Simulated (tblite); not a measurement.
Record of a relaxation.

Species: C3H11BO4Si2.
Atom-mapped SMILES: `[CH3:1][Si@:2]1([CH2:3][B:4]([OH:5])[OH:6])[CH2:7][O:8][SiH2:9][O:10]1` (hydrogens: H11, H12, H13 on C1; H14, H15 on C3; H16 on O5; H17 on O6; H18, H19 on C7; H20, H21 on Si9)

Computed with GFN2-xTB (tblite), gas phase: L-BFGS steps from a force-field or distance-geometry start until the largest atomic force falls under 0.01 eV/Å. 9 of its 146 geometries are shown.

Step 0: E = -901.7244 eV, largest atomic force 3.106 eV/Å
```
atom  x, y, z in Å  |  force x, y, z in eV/Å
C1     -0.719    1.725    1.762   -0.789   0.504   0.814
Si2    -0.319    0.452    0.460   -0.174  -1.606   1.920
C3      1.438   -0.191    0.732    0.795  -0.166  -0.182
B4      1.794   -1.287   -0.361    0.304  -1.273  -0.709
O5      1.076   -2.570   -0.365    2.299   1.176   0.947
O6      2.850   -1.045   -1.327   -2.533   0.258   0.209
C7     -0.523    1.161   -1.241    0.506   1.207  -0.380
O8     -1.064    0.179   -2.067   -1.658  -1.731   1.335
Si9    -2.057   -0.824   -1.061    0.151  -0.471  -0.581
O10    -1.437   -0.838    0.539    0.453   1.817  -2.478
H11    -1.768    2.086    1.605    0.989  -0.152   0.387
H12    -0.027    2.577    1.678   -0.464  -0.384   0.245
H13    -0.645    1.276    2.782   -0.094   0.595  -0.860
H14     1.519   -0.624    1.743   -0.065   0.340  -0.433
H15     2.131    0.674    0.642   -0.362  -0.594   0.284
H16     1.594   -3.157    0.241   -1.003   0.628  -0.989
H17     2.395   -0.623   -2.092    0.860  -0.602   0.744
H18     0.462    1.471   -1.633   -0.430   0.147  -0.266
H19    -1.202    2.041   -1.195    0.398  -0.195  -0.347
H20    -2.073   -2.189   -1.588    0.318   0.432   0.151
H21    -3.434   -0.277   -1.037    0.497   0.071   0.188
```

Step 18: E = -903.3078 eV, largest atomic force 0.572 eV/Å
```
atom  x, y, z in Å  |  force x, y, z in eV/Å
C1     -0.754    1.758    1.828    0.029  -0.003   0.033
Si2    -0.254    0.493    0.523    0.121  -0.235  -0.242
C3      1.458   -0.295    0.762    0.050  -0.034  -0.035
B4      1.853   -1.357   -0.398    0.186   0.194   0.211
O5      1.592   -2.679   -0.374   -0.294  -0.026   0.490
O6      2.668   -0.907   -1.396   -0.014   0.110  -0.167
C7     -0.487    1.179   -1.269   -0.084  -0.027  -0.105
O8     -1.224    0.198   -1.985   -0.021  -0.054   0.038
Si9    -2.097   -0.844   -1.095   -0.151  -0.056  -0.103
O10    -1.393   -0.681    0.387   -0.175  -0.057  -0.104
H11    -1.768    2.105    1.688   -0.155   0.062  -0.030
H12    -0.095    2.613    1.795    0.070   0.125   0.023
H13    -0.687    1.327    2.816    0.008  -0.046   0.158
H14     1.525   -0.697    1.777   -0.032  -0.060  -0.196
H15     2.172    0.529    0.709    0.020  -0.112   0.075
H16     1.161   -3.040    0.412    0.120   0.240  -0.405
H17     2.362   -0.569   -2.230   -0.083  -0.153   0.072
H18     0.423    1.370   -1.836    0.070   0.012   0.049
H19    -1.091    2.089   -1.286    0.084   0.173   0.045
H20    -1.881   -2.178   -1.621    0.060   0.027   0.086
H21    -3.492   -0.398   -0.990    0.190  -0.080   0.109
```

Step 36: E = -903.8400 eV, largest atomic force 0.310 eV/Å
```
atom  x, y, z in Å  |  force x, y, z in eV/Å
C1     -0.744    1.715    1.821    0.002   0.082   0.013
Si2    -0.210    0.490    0.488    0.039  -0.128   0.028
C3      1.504   -0.252    0.853    0.067   0.046   0.005
B4      1.872   -1.165   -0.390   -0.266   0.074  -0.140
O5      1.467   -2.460   -0.467    0.017  -0.205   0.208
O6      2.417   -0.614   -1.499   -0.076   0.110  -0.004
C7     -0.456    1.189   -1.298   -0.003  -0.051   0.037
O8     -1.328    0.295   -1.976   -0.063   0.013   0.036
Si9    -2.065   -0.860   -1.107   -0.009  -0.085  -0.047
O10    -1.305   -0.720    0.348   -0.097  -0.010   0.002
H11    -1.757    2.062    1.670   -0.096   0.056  -0.031
H12    -0.083    2.571    1.796    0.011   0.136   0.082
H13    -0.693    1.286    2.814    0.036  -0.063   0.036
H14     1.464   -0.804    1.792   -0.037  -0.011  -0.062
H15     2.188    0.573    1.009    0.132   0.044  -0.066
H16     1.061   -2.803    0.331   -0.009   0.014  -0.187
H17     2.346   -1.171   -2.276    0.159  -0.058   0.090
H18     0.465    1.246   -1.884   -0.035   0.055   0.060
H19    -0.936    2.174   -1.294    0.103  -0.007  -0.064
H20    -1.733   -2.179   -1.612   -0.004   0.006  -0.031
H21    -3.480   -0.555   -0.903    0.131  -0.018   0.035
```

Step 54: E = -903.8955 eV, largest atomic force 0.061 eV/Å
```
atom  x, y, z in Å  |  force x, y, z in eV/Å
C1     -0.777    1.759    1.857   -0.002  -0.011  -0.007
Si2    -0.243    0.522    0.522    0.004   0.033  -0.035
C3      1.471   -0.245    0.805    0.036  -0.006  -0.028
B4      1.808   -1.182   -0.432   -0.008   0.000  -0.034
O5      1.492   -2.504   -0.490   -0.002   0.038   0.020
O6      2.385   -0.624   -1.520    0.022  -0.011  -0.024
C7     -0.456    1.201   -1.274   -0.009  -0.001  -0.006
O8     -1.347    0.321   -1.948   -0.016   0.012   0.036
Si9    -2.043   -0.872   -1.098    0.009  -0.003   0.014
O10    -1.322   -0.703    0.374   -0.029   0.018   0.022
H11    -1.793    2.105    1.702    0.007  -0.008  -0.006
H12    -0.122    2.625    1.857   -0.011  -0.011   0.009
H13    -0.726    1.308    2.842   -0.004   0.003  -0.005
H14     1.460   -0.786    1.750    0.029  -0.001  -0.008
H15     2.202    0.553    0.895   -0.001   0.017   0.024
H16     1.038   -2.849    0.275   -0.044  -0.040   0.013
H17     2.495   -1.233   -2.253    0.006   0.004   0.027
H18     0.486    1.209   -1.827   -0.017  -0.024  -0.008
H19    -0.882    2.207   -1.333    0.002  -0.016   0.032
H20    -1.674   -2.172   -1.627    0.021   0.007  -0.001
H21    -3.457   -0.624   -0.857    0.005   0.001  -0.037
```

Step 72: E = -903.9041 eV, largest atomic force 0.058 eV/Å
```
atom  x, y, z in Å  |  force x, y, z in eV/Å
C1     -0.785    1.759    1.868   -0.001  -0.001   0.008
Si2    -0.237    0.532    0.531   -0.032   0.040  -0.028
C3      1.483   -0.233    0.780    0.014   0.006  -0.009
B4      1.806   -1.183   -0.452    0.005  -0.021  -0.011
O5      1.436   -2.490   -0.503    0.000  -0.005   0.004
O6      2.435   -0.663   -1.529    0.000   0.011   0.020
C7     -0.463    1.209   -1.263   -0.007   0.002  -0.007
O8     -1.405    0.366   -1.914    0.022  -0.006   0.024
Si9    -2.035   -0.874   -1.081    0.006   0.000  -0.010
O10    -1.336   -0.678    0.399   -0.007  -0.018  -0.014
H11    -1.802    2.098    1.694    0.010  -0.004   0.013
H12    -0.140    2.630    1.892    0.008  -0.014  -0.010
H13    -0.752    1.298    2.849   -0.010   0.001   0.004
H14     1.494   -0.773    1.724    0.009  -0.002   0.014
H15     2.214    0.566    0.857    0.010   0.027   0.009
H16     0.956   -2.819    0.254   -0.033   0.003  -0.007
H17     2.549   -1.288   -2.246   -0.001  -0.011  -0.007
H18     0.468    1.172   -1.835   -0.014   0.004  -0.003
H19    -0.847    2.232   -1.317    0.001  -0.015   0.002
H20    -1.582   -2.158   -1.592   -0.009   0.015  -0.003
H21    -3.466   -0.687   -0.899    0.029  -0.010   0.013
```

Step 91: E = -903.9138 eV, largest atomic force 0.027 eV/Å
```
atom  x, y, z in Å  |  force x, y, z in eV/Å
C1     -0.780    1.737    1.887   -0.006  -0.007   0.003
Si2    -0.228    0.538    0.527    0.000   0.011   0.007
C3      1.513   -0.182    0.759   -0.007  -0.001  -0.001
B4      1.794   -1.180   -0.445    0.015  -0.006  -0.014
O5      1.265   -2.431   -0.519    0.015   0.008   0.001
O6      2.540   -0.747   -1.485    0.000   0.011   0.008
C7     -0.484    1.221   -1.259    0.001  -0.008  -0.005
O8     -1.424    0.371   -1.902    0.002  -0.002   0.011
Si9    -1.990   -0.911   -1.087   -0.002   0.006  -0.005
O10    -1.279   -0.714    0.389   -0.009   0.015  -0.004
H11    -1.786    2.106    1.712   -0.004  -0.003   0.001
H12    -0.113    2.591    1.942   -0.004  -0.012  -0.002
H13    -0.770    1.247    2.854   -0.008   0.006   0.012
H14     1.558   -0.679    1.726    0.004  -0.025   0.000
H15     2.237    0.627    0.782    0.016   0.000  -0.011
H16     0.678   -2.682    0.191   -0.006   0.021   0.013
H17     2.608   -1.381   -2.200    0.012  -0.023  -0.006
H18     0.441    1.192   -1.841    0.005   0.016  -0.006
H19    -0.874    2.241   -1.306   -0.018  -0.014  -0.006
H20    -1.493   -2.160   -1.641   -0.023   0.009   0.010
H21    -3.422   -0.788   -0.868    0.017  -0.002  -0.005
```

Step 109: E = -903.9172 eV, largest atomic force 0.028 eV/Å
```
atom  x, y, z in Å  |  force x, y, z in eV/Å
C1     -0.786    1.725    1.896   -0.006  -0.005   0.000
Si2    -0.223    0.543    0.527    0.006   0.008   0.001
C3      1.526   -0.166    0.736   -0.002  -0.001  -0.009
B4      1.804   -1.180   -0.458    0.018  -0.019  -0.002
O5      1.230   -2.412   -0.515    0.013   0.009  -0.018
O6      2.599   -0.795   -1.481   -0.013  -0.002   0.025
C7     -0.494    1.230   -1.257   -0.006  -0.007  -0.005
O8     -1.391    0.346   -1.913   -0.009  -0.003   0.004
Si9    -1.984   -0.914   -1.084   -0.011   0.002   0.002
O10    -1.270   -0.715    0.389    0.001   0.010  -0.001
H11    -1.789    2.097    1.715   -0.006  -0.002  -0.002
H12    -0.120    2.577    1.969    0.002  -0.010  -0.001
H13    -0.789    1.225    2.858    0.001   0.001   0.004
H14     1.584   -0.668    1.701    0.005   0.006   0.001
H15     2.251    0.642    0.752    0.001   0.002  -0.004
H16     0.610   -2.609    0.185    0.002  -0.001  -0.006
H17     2.672   -1.446   -2.181   -0.007  -0.008   0.015
H18     0.432    1.253   -1.837   -0.001   0.005  -0.003
H19    -0.934    2.231   -1.292    0.000   0.001  -0.002
H20    -1.522   -2.178   -1.630    0.007   0.004   0.000
H21    -3.414   -0.770   -0.862    0.003   0.008   0.002
```

Step 127: E = -903.9183 eV, largest atomic force 0.018 eV/Å
```
atom  x, y, z in Å  |  force x, y, z in eV/Å
C1     -0.791    1.714    1.901   -0.001  -0.002   0.000
Si2    -0.218    0.549    0.521   -0.006   0.002   0.002
C3      1.536   -0.152    0.719   -0.008   0.000   0.000
B4      1.818   -1.190   -0.454   -0.003   0.005  -0.011
O5      1.218   -2.408   -0.521    0.010   0.001  -0.010
O6      2.651   -0.836   -1.457    0.002  -0.008   0.008
C7     -0.509    1.240   -1.258   -0.007  -0.001  -0.011
O8     -1.397    0.347   -1.914   -0.015   0.001  -0.005
Si9    -1.991   -0.910   -1.079   -0.001  -0.001   0.000
O10    -1.263   -0.712    0.387    0.002  -0.005   0.002
H11    -1.793    2.087    1.717    0.001  -0.002   0.002
H12    -0.125    2.566    1.992    0.003  -0.006  -0.006
H13    -0.800    1.201    2.857   -0.001   0.000   0.000
H14     1.609   -0.631    1.694    0.001  -0.003   0.006
H15     2.259    0.659    0.707   -0.003   0.001   0.003
H16     0.566   -2.587    0.154    0.000   0.008   0.016
H17     2.727   -1.500   -2.143    0.005  -0.002  -0.003
H18     0.411    1.283   -1.845    0.007  -0.006  -0.003
H19    -0.965    2.233   -1.284    0.002   0.011   0.009
H20    -1.533   -2.174   -1.628    0.003  -0.003  -0.005
H21    -3.419   -0.763   -0.849    0.008   0.009   0.006
```

Step 145: E = -903.9202 eV, largest atomic force 0.008 eV/Å
```
atom  x, y, z in Å  |  force x, y, z in eV/Å
C1     -0.794    1.675    1.903    0.001  -0.001  -0.002
Si2    -0.213    0.550    0.491    0.000   0.001   0.005
C3      1.554   -0.114    0.677   -0.004   0.004   0.004
B4      1.863   -1.205   -0.442    0.003   0.000   0.000
O5      1.210   -2.396   -0.503    0.005   0.001  -0.004
O6      2.790   -0.936   -1.388    0.000  -0.001   0.001
C7     -0.558    1.267   -1.269    0.003   0.000   0.007
O8     -1.495    0.405   -1.897   -0.001   0.001   0.000
Si9    -2.030   -0.888   -1.078   -0.002  -0.003  -0.002
O10    -1.229   -0.735    0.355    0.001   0.004  -0.002
H11    -1.794    2.057    1.726    0.002  -0.004  -0.002
H12    -0.127    2.521    2.025    0.001  -0.003  -0.005
H13    -0.809    1.130    2.842   -0.002   0.006  -0.001
H14     1.643   -0.555    1.669    0.006  -0.001   0.003
H15     2.266    0.705    0.633   -0.002   0.002  -0.003
H16     0.503   -2.506    0.130   -0.004   0.001   0.001
H17     2.892   -1.634   -2.036    0.000  -0.002  -0.004
H18     0.338    1.294   -1.894    0.002  -0.002   0.005
H19    -0.989    2.272   -1.265    0.000  -0.001   0.002
H20    -1.584   -2.129   -1.687   -0.001  -0.005  -0.004
H21    -3.445   -0.759   -0.772   -0.007   0.001   0.000
```

**Question.** Summarise the path.

**Answer.** The energy falls by 211.86 kJ/mol from step 0 to step 145; nine tenths of that is first reached at step 33. It rises by more than 0.2 meV at steps 15 and 32. The largest force goes from 3.106 to 0.008 eV/Å. Among the bonds O8–Si9 changes most, from 1.733 to 1.621 Å; the atoms move by 0.461 Å rms after alignment.

What follows is the cost of the whole relaxation. Hardware: one thread, Intel Xeon at 2.70 GHz (x86_64), no GPU (shared host). Cost: 2.8 s of wall time.
